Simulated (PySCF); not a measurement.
C₇H₁₃P.
Geometry (PBE0-D3(BJ)/def2-SVP, Å), atoms numbered from 1 in this order:
```xyz
21
C7H13P angstrom
C     -1.9067   -1.2776    0.9444
C     -1.2933   -0.4708   -0.1914
C     -2.0536    0.8379   -0.4171
C      0.1754   -0.2013   -0.0087
C      0.9464   -0.5380    1.0367
C      2.3796   -0.0926    1.0053
C      2.7229    0.2331   -0.4506
P      1.1360    0.6852   -1.3235
H     -1.3857   -2.2362    1.0875
H     -1.8625   -0.7218    1.8949
H     -2.9648   -1.4971    0.7358
H     -1.3888   -1.0630   -1.1220
H     -3.1188    0.6438   -0.6162
H     -1.6508    1.3968   -1.2767
H     -1.9837    1.4870    0.4705
H      0.5574   -1.0744    1.9085
H      3.0599   -0.8527    1.4252
H      2.4944    0.8031    1.6466
H      3.1074   -0.6649   -0.9611
H      3.4830    1.0201   -0.5622
H      0.9870    2.0073   -0.7803
```

The closed-shell ground state was solved at several levels (PySCF, density fitting, gas phase, non-relativistic).

| level | basis functions | total energy (Eh) | HOMO (eV) | LUMO (eV) | gap (eV) | dipole (D) |
| --- | --- | --- | --- | --- | --- | --- |
| B3LYP/def2-SVPD | 268 | -615.6430 | -6.29 | -0.15 | 6.14 | 1.26 |
| PBE0/pcSseg-1 | 208 | -615.3938 | -6.50 | 0.12 | 6.62 | 1.34 |

(1) Estimate the row for B97-2/pcSseg-1, a basis of 208 functions; the other rows only guide the guess.

(2) Over all these levels, which gives the widest orbital gap and which the narrowest?

(3) How far do the dipole and the HOMO energy spread over the levels?

Results:

(1) Total energy -615.7816 Eh, HOMO -6.27 eV, LUMO 0.07 eV, gap 6.34 eV, dipole 1.32 D.

(2) PBE0/pcSseg-1 (global hybrid, 25 % exact exchange) has the widest, 6.62 eV, and B3LYP/def2-SVPD (global hybrid, 20 % exact exchange) the narrowest, 6.14 eV. Functional and basis both differ between the two, so the spread mixes both effects.

(3) The dipole runs from 1.26 to 1.34 D (mean 1.31 D) and the HOMO from -6.50 to -6.27 eV.

One conformer stands for the species.
